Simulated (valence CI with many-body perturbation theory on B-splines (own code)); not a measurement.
**Ir62+: input, log and results**

Computed by relativistic CI+MBPT: five valence electrons over a frozen Dirac-Fock core [Ne], a basis of 11 s, 11 p, 10 d, 8 f, 5 g, 2 h functions for each j, with the one-electron correlation potential Σ1 (screened to all orders), the two-electron term Σ2, the three-electron term Σ3, Breit, model QED; selected single and double excitations, second order for the rest, scaled by the run's own slope (own B-spline code, finite nucleus).

Command, and the settings that its task file holds:

```sh
python run_cv.py task.json out
```

```
atom Ir  Z=77  mass_number=193  rms_radius_fm=5.4032
core [Ne]
valence 3s2 3p3
avg = 1
basis = M
breit = 1
cap = 32000
capref = 2000
cscale = 1
de = 0.0
dress = 0
eps = 2e-08
extrap = 1
h = 0.27
hh = 1
l2 = 3
lcore = 6
maxit = 60
n2 = 5
natural = 1
nlev = 150
nno = [5, 5, 5, 4, 2, 1]
nroot = 36
nsp = [6, 6, 5, 4, 3, 1]
pt2 = 1
qed = 1
rpa = 1
s1 = 1
s2 = 1
s3 = 1
screen = 1
tol = 2e-05
whole = 1
```

Question: Roughly how long does this run take on one core of Arm Neoverse V2, and how much memory?

Answer: 2.7 min on 1 thread of Arm Neoverse V2, with other jobs on the host, peak memory 1.2 GiB.

Log. The first blocks belong to the next ion, which gives the ionisation energy. Fields: 2J, parity (1 odd), roots, reference size, generating configurations, candidates as configurations/state functions, variational space P, stored matrix elements, Davidson steps; e2 is the range of second-order energies in hartree. The first line gives the box (bohr), its intervals, the orbitals and the steps of their self-consistent field. Window is the range of levels sought, series limit the energy at which the first omitted orbital would enter, core excitation an estimate of the first excitation out of the core, left out the lowest levels not solved, and shifts from estimates the range by which levels moved from their first estimate, all in cm⁻¹.

```
rmax 3.0 intervals 57 orbitals 83 references ['3s2 3p3', '3s2 3p2 3d', '3s 3p4', '3s2 3p 3d2', '3s 3p3 3d'] scf 3 t 0.8
2J=0 par=0 roots 2 ref 24 generators 6 cand 14044/21833 P 2316/3199 nnz 1.3e+06 it 5
2J=0 par=0 roots 2 ref 24 generators 8 cand 14560/24880 P 4426/6562 nnz 3.8e+06 it 5
   second order: generators 12 cand 15090/26737 e2 -0.00004 -0.00001
reference levels 1276, estimated 513, window 12073707 1/cm; series limit 45214592, core excitation 72536541
2J=3 par=1 roots 29 ref 145 generators 28 cand 50639/499793 P 1397/6400 nnz 4.6e+06 it 6
2J=3 par=1 roots 29 ref 145 generators 33 cand 50143/497664 P 5651/32000 nnz 6.3e+07 it 9
   second order: generators 51 cand 85255/1277604 e2 -0.01585 -0.00499
2J=3 par=0 roots 22 ref 135 generators 27 cand 50659/499079 P 1465/6836 nnz 5.2e+06 it 5
2J=3 par=0 roots 22 ref 135 generators 35 cand 50135/497135 P 5916/31990 nnz 6e+07 it 9
   second order: generators 46 cand 76000/1098184 e2 -0.01377 -0.00408
2J=5 par=0 roots 20 ref 147 generators 22 cand 50207/621590 P 1369/7064 nnz 5.9e+06 it 10
2J=5 par=0 roots 20 ref 147 generators 32 cand 51204/623565 P 5456/31996 nnz 6.4e+07 it 10
   second order: generators 46 cand 83619/1486674 e2 -0.01892 -0.00622
2J=5 par=1 roots 27 ref 153 generators 25 cand 50187/622307 P 1183/6391 nnz 5.1e+06 it 8
2J=5 par=1 roots 27 ref 153 generators 30 cand 51256/624069 P 4794/31997 nnz 7e+07 it 9
   second order: generators 46 cand 85730/1600049 e2 -0.01429 -0.00825
2J=1 par=1 roots 19 ref 88 generators 26 cand 46234/276323 P 2048/6397 nnz 3.8e+06 it 8
2J=1 par=1 roots 19 ref 88 generators 31 cand 46246/274475 P 7979/31997 nnz 5.4e+07 it 9
   second order: generators 46 cand 74478/639953 e2 -0.00773 -0.00290
2J=1 par=0 roots 15 ref 84 generators 23 cand 44328/255666 P 2112/6395 nnz 3.5e+06 it 7
2J=1 par=0 roots 15 ref 84 generators 31 cand 44720/268727 P 8606/31996 nnz 5.1e+07 it 8
   second order: generators 44 cand 72326/617067 e2 -0.00648 -0.00233
2J=7 par=0 roots 13 ref 118 generators 16 cand 44974/583916 P 1328/6394 nnz 4.8e+06 it 8
2J=7 par=0 roots 13 ref 118 generators 26 cand 48742/630505 P 5385/31983 nnz 6.4e+07 it 10
   second order: generators 38 cand 82805/1658595 e2 -0.01800 -0.00789
2J=9 par=0 roots 6 ref 80 generators 12 cand 42796/523977 P 1673/6400 nnz 4.2e+06 it 5
2J=9 par=0 roots 6 ref 80 generators 19 cand 47342/579060 P 5779/31970 nnz 6.5e+07 it 6
   second order: generators 29 cand 67589/1225834 e2 -0.01071 -0.00493
2J=7 par=1 roots 20 ref 129 generators 21 cand 49571/644365 P 1247/6398 nnz 5.2e+06 it 8
...
2J=11 par=1 roots 4 ref 43 generators 15 cand 41156/459000 P 5673/31999 nnz 7.3e+07 it 5
   second order: generators 24 cand 62312/1117548 e2 -0.00691 -0.00371
2J=11 par=0 roots 1 ref 37 generators 3 cand 24055/343123 P 1172/6399 nnz 5e+06 it 5
2J=11 par=0 roots 1 ref 37 generators 4 cand 27745/380425 P 3498/31988 nnz 9.2e+07 it 6
   second order: generators 7 cand 29241/393682 e2 -0.00249 -0.00249
2J=13 par=0 roots 1 ref 15 generators 3 cand 21104/246701 P 2044/6393 nnz 4.5e+06 it 4
2J=13 par=0 roots 1 ref 15 generators 4 cand 23751/271727 P 5088/31962 nnz 8.8e+07 it 5
   second order: generators 9 cand 23287/275959 e2 -0.00160 -0.00160
left out: unestimated 17492630, estimated 12813529, shifts from estimates -71 to 212
operators 0.8
```

The Davidson iterations converged.

No measured spectrum was set against this ion. As an estimate, large intervals hold to a few tenths of a per cent, small ones and those within an open d or f shell to about a per cent. Among the levels kept, up to 3100 cm⁻¹ of a level comes from second order outside the variational space, and about a tenth of that is noise between levels of different J, which matters for small intervals.

```yaml
Valence_energy: -1358.855 hartree
Ionisation_energy: "6711.2 eV (NIST: 6708 ± 15 eV (theoretical))"
Reference_configurations_for_the_orbitals: 3s2 3p3, 3s2 3p2 3d, 3s 3p4, 3s2 3p 3d2, 3s 3p3 3d
Radial_orbitals: 83
Box_radius: 2.991 bohr
Largest_variational_space: 32000
Lowest_levels: (3s^2 3p1/2^2 3p3/2) J=3/2 0.00, (3s^2 3p1/2^2 3d3/2) J=3/2 241.74, (3s^2 3p1/2^2 3d5/2) J=5/2 353.67, (3s^2 3p1/2 3p3/2^2) J=3/2 415.51, (3s^2 3p1/2 3p3/2^2) J=5/2 427.80, (3s^2 3p1/2 3p3/2^2) J=1/2 444.02, (3s 3p1/2^2 3p3/2^2) J=5/2 601.52, (3s 3p1/2^2 3p3/2^2) J=3/2 632.24, (3s 3p1/2^2 3p3/2^2) J=1/2 634.85, (3s^2 3p1/2 3p3/2 3d3/2) J=5/2 [a] 654.36, (3s^2 3p1/2 3p3/2 3d3/2) J=1/2 [a] 657.94, (3s^2 3p1/2 3p3/2 3d3/2) J=3/2 [a] 658.36, (3s^2 3p1/2 3p3/2 3d3/2) J=7/2 667.26, (3s^2 3p1/2 3p3/2 3d3/2) J=5/2 [b] 698.73 eV
```

Levels are named by their leading jj configuration (3d3/2^4 stands for four electrons in 3d with j = 3/2), which in mixed levels can hold well under half, so a name can repeat and another be missing. Letters in brackets count levels of one name in rising energy.
